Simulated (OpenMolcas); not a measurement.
Lines of neutral tungsten: computed and rescaled rates

```
Program             : OpenMolcas
Method              : MS-CASPT2, IPEA 0.25 Eh, imaginary shift 0.1 Eh (closed shells correlated: 5s 5p 6s)
Basis               : ANO-R3 [9s7p6d4f3g2h]
Scalar Hamiltonian  : X2C, finite nucleus
Active space        : 4 electrons in 5 orbitals (5d)
State averaging     : 2S+1 = 5 even, 5 roots; 2S+1 = 3 even, 45 roots; 2S+1 = 1 even, 50 roots (49 in the spin-orbit step)
Spin-orbit coupling : state interaction with AMFI integrals over the reference wave functions, term energies averaged over their components
```

Rates come from the transition moments of the reference wave functions (E1 and E2 in the length form). At fixed line strength A goes as λ^-3 for E1 and M1 and as λ^-5 for E2, so a rate at the computed wavelength can be rescaled to the measured one. Measured vacuum wavelengths follow from level energies in NIST Handbook of Basic Atomic Spectroscopic Data. Branching counts decays inside the model space alone, at computed energies, and the table is only a selection of the M1 lines, drawn from those between levels with measured partners whose computed energy lies within a factor of 1.5 of the measured one.

```tsv
Upper	Lower	Type	λ computed (nm)	λ measured (nm)	A computed (s-1)	A rescaled (s-1)	Branching %
5d⁴ 6s² ³P₀(1) [57 %]	5d⁴ 6s² ⁵D₁	M1	1158	1318	1.23e+01		100.0
5d⁴ 6s² ³P₁(1)	5d⁴ 6s² ⁵D₂	M1	944.1	1002	7.96e+00		87.8
5d⁴ 6s² ³P₁(1)	5d⁴ 6s² ³P₀(1) [57 %]	M1	2527	2470	1.07e+00	1.15e+00	11.8
5d⁴ 6s² ⁵D₂	5d⁴ 6s² ⁵D₁	M1	4997	6041	4.01e-01	2.27e-01	100.0
5d⁴ 6s² ⁵D₁	5d⁴ 6s² ⁵D₀ [71 %]	M1	4865	5987	3.74e-01	2.01e-01	100.0
5d⁴ 6s² ⁵D₃	5d⁴ 6s² ⁵D₂	M1	5922	6647	2.05e-01	1.45e-01	100.0
5d⁴ 6s² ⁵D₄	5d⁴ 6s² ⁵D₃	M1	7388	7198	5.95e-02	6.43e-02	100.0
```

Spin-changing lines and M1 lines between different terms are not rescaled, since their strength hangs on the term gaps too.

The largest correction is for 5d⁴ 6s² ⁵D₁ → 5d⁴ 6s² ⁵D₀ [71 %] (M1): 3.74e-01 × (4865 / 5987)^3 = 2.01e-01 s-1, a factor of 0.54.

No measured rate stands beside these. Rescaling mends the energy factor alone: line strengths can still be far off where a level mixes with configurations outside the active space, and weak or spin-changing lines hang on small mixing coefficients that depend on the term gaps too, so rescaling need not improve them.

CASPT2 breaks the degeneracy within a term, and the mean is taken; among the terms shown or strongly mixed into the levels shown the widest spread is 230 cm-1 (5d⁴ 6s² ³F(1)). Some high roots are left out of the spin-orbit mixing, which shifts the levels that they would mix with. With the s shell closed, the reference lacks s² → p², s² → d² and s → d mixing, so excited terms can stand far too high and out of order, with CASPT2 too. Some terms miss by over 15 % even with CASPT2, which points to a basis or an active space too small for the shells correlated. Computed and measured levels are paired by configuration, term and J; levels that our copy of the source lacks, or whose pairing is in doubt (as where it misses far off the trend of its configuration), stay unpaired. Levels of configurations outside the active space are missing.

A share in square brackets marks a mixed level and gives the weight of the term that names it. A number in round brackets counts repeated terms of one configuration in the order of the reference energies.
